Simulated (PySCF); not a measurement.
C2H6BClO.

```xyz
11

B     -0.2248    -0.3303     0.7413
H     -1.1243    -1.1221     0.8947
Cl     1.0477    -0.2344     1.9522
O     -0.1558     0.4816    -0.3142
C     -1.1183     0.4608    -1.3546
C     -0.5133    -0.0891    -2.6245
H     -1.9945    -0.1342    -1.0440
H     -1.4539     1.4995    -1.5024
H     -0.2089    -1.1386    -2.4930
H     -1.2432    -0.0422    -3.4465
H      0.3743     0.4920    -2.9146
```

Coordinates come from a PBE0-D3(BJ)/def2-SVP optimisation. This is a generated structure with no PubChem entry under its InChIKey; it may be hypothetical. The values are those of a single conformer.

Method: PySCF with PBE0/pcSseg-1. Non-relativistic, no solvent.

**Question.** Give the absolute GIAO shielding of each atom: isotropic value and principal components (ppm). (The exact figures need the calculation; the answer reports its results.)

**Answer.** 
```json
[
 {"atom": "B1", "σ(iso)": "62.4", "σ11": "45.5", "σ22": "57.6", "σ33": "84.1", "span": "38.6"},
 {"atom": "H2", "σ(iso)": "26.1", "σ11": "23.5", "σ22": "26.4", "σ33": "28.4", "span": "4.9"},
 {"atom": "Cl3", "σ(iso)": "781.8", "σ11": "502.4", "σ22": "905.8", "σ33": "937.2", "span": "434.8"},
 {"atom": "O4", "σ(iso)": "117.1", "σ11": "-84.8", "σ22": "133.4", "σ33": "302.7", "span": "387.6"},
 {"atom": "C5", "σ(iso)": "115.3", "σ11": "83.5", "σ22": "96.5", "σ33": "165.8", "span": "82.4"},
 {"atom": "C6", "σ(iso)": "164.7", "σ11": "147.9", "σ22": "162.9", "σ33": "183.3", "span": "35.5"},
 {"atom": "H7", "σ(iso)": "27.2", "σ11": "23.2", "σ22": "27.8", "σ33": "30.6", "span": "7.3"},
 {"atom": "H8", "σ(iso)": "27.1", "σ11": "22.6", "σ22": "27.0", "σ33": "31.7", "span": "9.1"},
 {"atom": "H9", "σ(iso)": "30.1", "σ11": "26.6", "σ22": "28.7", "σ33": "35.0", "span": "8.4"},
 {"atom": "H10", "σ(iso)": "30.2", "σ11": "26.6", "σ22": "27.1", "σ33": "37.0", "span": "10.4"},
 {"atom": "H11", "σ(iso)": "29.6", "σ11": "26.2", "σ22": "27.8", "σ33": "34.9", "span": "8.7"}
]
```
